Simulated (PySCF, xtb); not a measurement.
H2MgSe, SMILES [MgH][SeH].

Harmonic wavenumbers (cm⁻¹) from xtb with GFN2-xTB at its own minimum, in rising order: 127, 159, 315, 353, 1441, 2062.

Problem. What does PySCF 2.14.0 with PBE-D3(BJ)/def2-TZVP give at its own minimum? (An estimate is asked for; the answer gives what the named calculation found.)

Solution. 275, 302, 338, 465, 1601, 2333. Paired by order, the mean absolute difference is 143 cm⁻¹ and the zero-point energies are 6.4 and 7.6 kcal/mol.
